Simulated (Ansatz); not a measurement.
An input meant for Ag2Br⁺ (charge 1, singlet).

```yaml
crystal:
  periodic: [true, true, true]
  atoms:
    - {symbol: Ag, position_ang: [0.578064, 1.408646, -1.460096]}
    - {symbol: Ag, position_ang: [-1.407957, -1.079642, 1.141208]}
    - {symbol: Br, position_ang: [0.829893, -0.329014, 0.318887]}
basis:
  gaussian: {orbitals: def2-mTZVPP}
total_charge: 1
hamiltonian: {xc: {name: r2SCAN0}, dispersion: d4}
scf: {omitted_lower_state_checks: [starts]}
output: {forces: true}
```

```sh
$ ansatz run in.yaml --threads 4 --pin off --events-out ev --progress --plain --max-ram 3916MiB
```

Output, abridged:

```
Error: YAML parse error: error: line 2 column 3: crystal: missing field `lattice` (a structure is typed as `lattice` and `atoms`, a molecule's as `atoms` in Å alone, or read from a run's directory, `checkpoint`)
 --> <input>:2:3
1 | crystal:
2 |   periodic: [true, true, true]
3 |   atoms:
4 |     - {symbol: Ag, position_ang: [0.578064, 1.408646, -1.460096]}
```

In this input the species is marked periodic without a cell. The program refused the input.
